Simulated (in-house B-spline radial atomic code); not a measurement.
RPA and G0W0 on Hartree-Fock: Cl¹⁰⁺

Configuration [He] 2s2 2p3, highest spin, mean-field start Hartree-Fock. Computed with an all-electron radial atomic-structure program (B-spline basis): all electrons, scalar-relativistic (spin-free one-electron X2C), finite nucleus, each spin shell either full or empty, empty states to l = 9 with an (l + 1/2)⁻⁴ tail; G0W0 by contour deformation at full frequency.

Command:
```bash
python run_gw.py task.json out
```
Settings (radii: box in bohr, nucleus in fm):
```
Z                        17
electrons                7
configuration            [He] 2s2 2p3
hamiltonian              x2c
method                   hf
lmax                     9
rms_radius               3.3654
spin_polarised           True
box_radius               6.62
intervals                66
```

Cost of the run: 1 s on 1 thread of Arm Neoverse V2, on a shared host.

Energies (hartree):

```
                                     term       value
                         mean-field total  -402.03119
Hartree-Fock functional on these orbitals  -402.03119
                      direct second order    -0.38766
                    second-order exchange     0.18173
                         SOSEX correction     0.17145
```

Task: What is the RPA correlation energy, and what remains with SOSEX?

Result: RPA gives -0.36375 hartree (-1.41 eV per electron); RPA + SOSEX gives -0.1923, and the second-order doubles (MP2) -0.20593 hartree. SOSEX takes back 47 % of the RPA value.

Quasi-particle levels (eV):

```csv
level,occupied,mean field,Σx - vxc,Σc,QP weight,G0W0
2p up,yes,-532.96,0.00,?,?,?
2s down,yes,-553.75,0.00,-3.20,0.988,-556.95
2s up,yes,-591.17,0.00,7.15,0.913,-584.03
1s down,yes,-3218.43,0.00,11.08,0.971,-3207.35
2p down,no,-451.83,0.00,-3.70,0.991,-455.53
```

G0W0 = mean field + (Σx - vxc) + Σc, with Σc (partial-wave tail included) taken at the quasi-particle energy.

Task: Where does G0W0 put 2p up?

Result: At -531.80 eV, with Σc = 1.15 eV and a quasi-particle weight of 0.989. The tabulated removal energy is 530 ± 0.4 eV (NIST, semi-empirical); the calculation leaves out spin-orbit coupling, Breit and QED terms, and what these don't explain is the method's own error.
